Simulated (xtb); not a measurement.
C2F3N (SMILES N#CC(F)(F)F), singlet, geometry from GFN2-xTB, atoms displaced at random by about 0.06 Å a coordinate; xtb with GFN2-xTB.

xtb was given this input:
```
$ xtb mol.xyz --gfn 2 --chrg 0 --uhf 0 --opt --json

# file mol.xyz
6

C     -0.04184976     0.02116814    -0.31329135
C     -0.06043407     0.01217920     1.06576024
F     -0.04799415     1.18308127    -0.84773898
F      1.05816104    -0.60998173    -0.85397179
F     -1.09990210    -0.54340572    -0.73238377
N      0.04285628     0.01677469     2.28803412
```

Output, abridged:

```
   ID    Z sym.   atoms
    1    6 C      1, 2
    2    9 F      3-5
    3    7 N      6

           -------------------------------------------------
          |                Calculation Setup                |
           -------------------------------------------------

           -------------------------------------------------
          |                 G F N 2 - x T B                 |
           -------------------------------------------------

          ...................................................
          :                      SETUP                      :
          :.................................................:
          :  # basis functions                  24          :
          :  # atomic orbitals                  24          :
          :  # shells                           12          :
          :  # electrons                        34          :
          :  max. iterations                   250          :
          :  Hamiltonian                  GFN2-xTB          :
          :  restarted?                      false          :
          :  GBSA solvation                  false          :
          :  PC potential                    false          :
          :  electronic temp.          300.0000000     K    :
          :  accuracy                    1.0000000          :
          :  -> integral cutoff          0.2500000E+02      :
          :  -> integral neglect         0.1000000E-07      :
          :  -> SCF convergence          0.1000000E-05 Eh   :
          :  -> wf. convergence          0.1000000E-03 e    :
          :  Broyden damping             0.4000000          :
          :  net charge                          0          :
          :  unpaired electrons                  0          :
          ...................................................

 iter      E             dE          RMSdq      gap      omega  full diag
   1    -21.3550986 -0.213551E+02  0.865E+00    5.04       0.0  T
   2    -21.3534893  0.160928E-02  0.609E+00    5.38       1.0  T
   3    -21.3963670 -0.428777E-01  0.417E+00    4.55       1.0  T
   4    -21.4388794 -0.425124E-01  0.123E+00    4.64       1.0  T
   5    -21.4438274 -0.494805E-02  0.237E-01    4.52       1.0  T
   6    -21.4438949 -0.674106E-04  0.485E-02    4.53       1.0  T
   7    -21.4438984 -0.356280E-05  0.169E-02    4.53       2.4  T
   8    -21.4439000 -0.154179E-05  0.273E-03    4.54      15.0  T
   9    -21.4439000 -0.171368E-07  0.146E-03    4.53      27.9  T
  10    -21.4439000 -0.101844E-07  0.394E-04    4.53     103.5  T
  11    -21.4439000 -0.762075E-09  0.509E-05    4.53     802.6  T

   *** convergence criteria satisfied after 11 iterations ***

         :::::::::::::::::::::::::::::::::::::::::::::::::::::
         ::                     SUMMARY                     ::
         :::::::::::::::::::::::::::::::::::::::::::::::::::::
         :: total energy             -21.305460525006 Eh    ::
         :: gradient norm              0.310377849419 Eh/a0 ::
         :: HOMO-LUMO gap              4.534738455383 eV    ::
         ::.................................................::
         :: SCC energy               -21.443899653048 Eh    ::
         :: -> isotropic ES            0.047796565300 Eh    ::
         :: -> anisotropic ES          0.006801108530 Eh    ::
         :: -> anisotropic XC         -0.006084594744 Eh    ::
         :: -> dispersion             -0.002722973089 Eh    ::
         :: repulsion energy           0.138439128042 Eh    ::
         :: add. restraining           0.000000000000 Eh    ::
         :: total charge              -0.000000000000 e     ::
         :::::::::::::::::::::::::::::::::::::::::::::::::::::

      -----------------------------------------------------------
     |                   =====================                   |
     |                        A N C O P T                        |
     |                   =====================                   |
     |               Approximate Normal Coordinate               |
     |                Rational Function Optimizer                |
      -----------------------------------------------------------
      -----------------------------------------------------------
     |                   =====================                   |
     |                        A N C O P T                        |
     |                   =====================                   |
     |               Approximate Normal Coordinate               |
     |                Rational Function Optimizer                |
      -----------------------------------------------------------

          ...................................................
          :                      SETUP                      :
          :.................................................:
          :   optimization level            normal          :
          :   max. optcycles                   200          :
          :   ANC micro-cycles                  20          :
          :   degrees of freedom                12          :
          :.................................................:
          :   RF solver                   davidson          :
          :   write xtbopt.log                true          :
          :   linear?                        false          :
          :   energy convergence         0.5000000E-05 Eh   :
          :   grad. convergence          0.1000000E-02 Eh/α :
          :   maxmium RF displ.          1.0000000          :
          :   Hlow (freq-cutoff)         0.1000000E-01      :
          :   Hmax (freq-cutoff)         5.0000000          :
          :   S6 in model hess.         20.0000000          :
          ...................................................

generating ANC from exact Hessian ...
Using Lindh-Hessian (1995)
 Shifting diagonal of input Hessian by    0.0000000000000000
 Lowest  eigenvalues of input Hessian
    0.000000    0.000000    0.000000    0.000000    0.000000    0.000000
[...]
 * total energy  :   -21.3054605 Eh     change       -0.1221423E-10 Eh
 * total energy  :   -21.3327254 Eh     change       -0.2726491E-01 Eh
 * total energy  :   -21.3356666 Eh     change       -0.2941155E-02 Eh
 * total energy  :   -21.3362606 Eh     change       -0.5940101E-03 Eh
 * total energy  :   -21.3363146 Eh     change       -0.5398770E-04 Eh
 * total energy  :   -21.3363843 Eh     change       -0.6970370E-04 Eh
 * total energy  :   -21.3364055 Eh     change       -0.2119459E-04 Eh
 * total energy  :   -21.3364127 Eh     change       -0.7231451E-05 Eh
 * total energy  :   -21.3364157 Eh     change       -0.2933510E-05 Eh
   *** GEOMETRY OPTIMIZATION CONVERGED AFTER 9 ITERATIONS ***
[...]
          :  -> wf. convergence          0.1000000E-03 e    :
          :  Broyden damping             0.4000000          :
          :  net charge                          0          :
          :  unpaired electrons                  0          :
          ...................................................

 iter      E             dE          RMSdq      gap      omega  full diag
   1    -21.4952750 -0.214953E+02  0.657E-05    5.45       0.0  T
   2    -21.4952750 -0.178701E-11  0.393E-05    5.45    1037.9  T
   3    -21.4952750 -0.230926E-12  0.940E-06    5.45    4341.2  T

   *** convergence criteria satisfied after 3 iterations ***

         :::::::::::::::::::::::::::::::::::::::::::::::::::::
         ::                     SUMMARY                     ::
         :::::::::::::::::::::::::::::::::::::::::::::::::::::
         :: total energy             -21.336415652477 Eh    ::
         :: gradient norm              0.000763698433 Eh/a0 ::
         :: HOMO-LUMO gap              5.447722136548 eV    ::
         ::.................................................::
         :: SCC energy               -21.495274596251 Eh    ::
         :: -> isotropic ES            0.046651429391 Eh    ::
         :: -> anisotropic ES          0.005237361389 Eh    ::
         :: -> anisotropic XC         -0.002236599826 Eh    ::
         :: -> dispersion             -0.002714591394 Eh    ::
         :: repulsion energy           0.158858943774 Eh    ::
         :: add. restraining           0.000000000000 Eh    ::
         :: total charge              -0.000000000000 e     ::
         :::::::::::::::::::::::::::::::::::::::::::::::::::::

           -------------------------------------------------
          |                Property Printout                |
           -------------------------------------------------

    * Orbital Energies and Occupations

         #    Occupation            Energy/Eh            Energy/eV
      -------------------------------------------------------------
         1        2.0000           -0.9198667             -25.0308
       ...           ...                  ...                  ...
         5        2.0000           -0.7182913             -19.5457
         6        2.0000           -0.6795500             -18.4915
         7        2.0000           -0.6617311             -18.0066
         8        2.0000           -0.6616941             -18.0056
         9        2.0000           -0.5863463             -15.9553
        10        2.0000           -0.5862894             -15.9537
        11        2.0000           -0.5719362             -15.5632
        12        2.0000           -0.5719031             -15.5623
        13        2.0000           -0.5711115             -15.5407
        14        2.0000           -0.5679502             -15.4547
        15        2.0000           -0.5665062             -15.4154
        16        2.0000           -0.5664346             -15.4135
        17        2.0000           -0.5045007             -13.7282 (HOMO)
        18                         -0.3043006              -8.2804 (LUMO)
        19                         -0.3042343              -8.2786
        20                         -0.0138475              -0.3768
        21                          0.0733801               1.9968
        22                          0.0744927               2.0271
        23                          0.0931034               2.5335
        24                          1.0538230              28.6760
      -------------------------------------------------------------
                  HL-Gap            0.2002001 Eh            5.4477 eV
             Fermi-level           -0.4044007 Eh          -11.0043 eV

     #   Z          covCN         q      C6AA      α(0)
     1   6 C        3.330     0.509    17.062     6.554
     2   6 C        1.897     0.108    28.440     8.613
     3   9 F        0.792    -0.178    11.010     3.920
     4   9 F        0.792    -0.178    11.005     3.919
     5   9 F        0.792    -0.178    11.008     3.919
     6   7 N        0.911    -0.084    22.874     6.917

 Mol. C6AA /au·bohr⁶  :        576.781243
 Mol. C8AA /au·bohr⁸  :      12923.374490
 Mol. α(0) /au        :         33.841674

Wiberg/Mayer (AO) data.
largest (>0.10) Wiberg bond orders for each atom

 ---------------------------------------------------------------------------
     #   Z sym  total        # sym  WBO       # sym  WBO       # sym  WBO
 ---------------------------------------------------------------------------
     1   6 C    3.861 --     4 F    0.959     5 F    0.959     3 F    0.958
                             2 C    0.942
     2   6 C    3.955 --     6 N    2.941     1 C    0.942
     3   9 F    1.100 --     1 C    0.958
     4   9 F    1.101 --     1 C    0.959
     5   9 F    1.100 --     1 C    0.959
     6   7 N    3.047 --     2 C    2.941
 ---------------------------------------------------------------------------

Topologies differ in total number of bonds
Writing topology from bond orders to xtbtopo.mol

molecular dipole:
                 x           y           z       tot (Debye)
 q only:        0.008       0.000       0.374
   full:       -0.002      -0.004       0.013       0.036
molecular quadrupole (traceless):
                xx          xy          yy          xz          yz          zz
 q only:        0.323      -0.000       0.322      -0.063       0.002      -0.645
  q+dip:        0.765       0.001       0.763      -0.075      -0.025      -1.528
   full:        1.808       0.000       1.809      -0.160      -0.054      -3.617

optimized geometry written to: xtbopt.xyz

           -------------------------------------------------
          | TOTAL ENERGY              -21.336415652477 Eh   |
          | GRADIENT NORM               0.000763698433 Eh/α |
          | HOMO-LUMO GAP               5.447722136548 eV   |
           -------------------------------------------------

normal termination of xtb
```
